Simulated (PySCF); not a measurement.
Computed shifts of a molecule C3H6BNO2, PBE/pcSseg-1 in PySCF, GIAO, gas phase, equivalent atoms averaged, in ppm (number of nuclei): ¹³C: 185.8 (1), 83.0 (1), 52.1 (1). ¹⁵N: 425.3 (1). ¹H: 5.46 (2), 4.59 (1), 4.09 (3). References: ¹³C against TMS (σ = 182.0 ppm); ¹⁵N against NH3 (σ = 267.0 ppm); ¹⁷O against H2O (σ = 334.3 ppm); ¹¹B against BF3 (σ = 83.9 ppm); ¹H against TMS (σ = 31.49 ppm), references at their B3LYP-D3(BJ)/def2-TZVP geometries, non-relativistic. The structure is a stationary point at PBE-D3(BJ)/def2-SVP. The values are those of a single conformer.

Question: Which structure fits?
A. C/N=C1\COB1O
B. C/C=N/B(O)C=O
C. OB1CCOC=N1
D. COB(C)N=C=O

Answer: A, C/N=C1\COB1O
